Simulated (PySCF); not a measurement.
Bonds: C1-C2, C2-C3, C3-N4, C2-O5, O5-Si6, Si6-O7, O7-C8. C1 carries H9, H10; C3 carries H11; N4 carries H12; Si6 carries H13, H14; C8 carries H15, H16, H17.

- PBE0/pcSseg-1 with gauge-including orbitals
- geometry: GFN2-xTB
- run in PySCF 2.14.0 with density-fitted response routines
- a single conformation, equivalent nuclei averaged, relativity neglected, isolated molecule

Shifts are taken against calculated references (same method and geometry level): $^{13}$C (σ = 186.93 ppm), $^{1}$H (σ = 31.72 ppm), $^{29}$Si (σ = 349.16 ppm) against TMS; NH3 for $^{15}$N (σ = 267.73 ppm); H2O for $^{17}$O (σ = 336.08 ppm).

```json
{"atoms": "H10", "nucleus": "$^{1}$H", "count": "1", "Hirshfeld charge": "0.05", "δ (ppm)": "4.22"}
{"atoms": "H12", "nucleus": "$^{1}$H", "count": "1", "Hirshfeld charge": "0.11", "δ (ppm)": "11.53"}
{"atoms": "C3", "nucleus": "$^{13}$C", "count": "1", "Hirshfeld charge": "0.04", "δ (ppm)": "169.9"}
{"atoms": "H9", "nucleus": "$^{1}$H", "count": "1", "Hirshfeld charge": "0.05", "δ (ppm)": "?"}
{"atoms": "O5", "nucleus": "$^{17}$O", "count": "1", "Hirshfeld charge": "-0.18", "δ (ppm)": "122.1"}
{"atoms": "O7", "nucleus": "$^{17}$O", "count": "1", "Hirshfeld charge": "-0.23", "δ (ppm)": "?"}
{"atoms": "Si6", "nucleus": "$^{29}$Si", "count": "1", "Hirshfeld charge": "0.45", "δ (ppm)": "?"}
{"atoms": "N4", "nucleus": "$^{15}$N", "count": "1", "Hirshfeld charge": "-0.22", "δ (ppm)": "349.8"}
{"atoms": "C8", "nucleus": "$^{13}$C", "count": "1", "Hirshfeld charge": "-0.03", "δ (ppm)": "50.3"}
{"atoms": "C2", "nucleus": "$^{13}$C", "count": "1", "Hirshfeld charge": "0.08", "δ (ppm)": "157.6"}
{"atoms": "H11", "nucleus": "$^{1}$H", "count": "1", "Hirshfeld charge": "0.05", "δ (ppm)": "?"}
{"atoms": "C1", "nucleus": "$^{13}$C", "count": "1", "Hirshfeld charge": "-0.13", "δ (ppm)": "92.3"}
{"atoms": "H15/H16/H17", "nucleus": "$^{1}$H", "count": "3", "Hirshfeld charge": "0.05", "δ (ppm)": "3.88"}
{"atoms": "H13/H14", "nucleus": "$^{1}$H", "count": "2", "Hirshfeld charge": "-0.08", "δ (ppm)": "5.03"}
```

Question: Estimate the values marked ?.

Answer: 
- H11: 7.86 ppm, hydrogen on a carbon bonded to C, N
- H9: 4.90 ppm, hydrogen on a carbon bonded to C
- O7: 5.4 ppm, oxygen bonded to C, Si
- Si6: -33.1 ppm, silicon bonded to 2 O, 2 H

OH and NH positions are those of a molecule without intermolecular hydrogen bonds; in solution they move with solvent, concentration and temperature, and exchange usually removes their couplings. Shifts are as computed. Against solution values, carbons near 30 ppm lie about +3 ppm off and those near 130 ppm about +5 ppm. Of 1309 compounds with measured shifts, 239 miss one by over three times the rms of a fit or turn the order of signals round; such compounds aren't used in these exercises. Experimental scales use liquid or dissolved standards, which lie at an offset from isolated NH3 (liquid NH3: subtract about 20 ppm) and H2O (liquid H2O: subtract about 36 ppm). Unscaled 15N shifts of sp2 nitrogen come out 20 to 40 ppm too high even then.
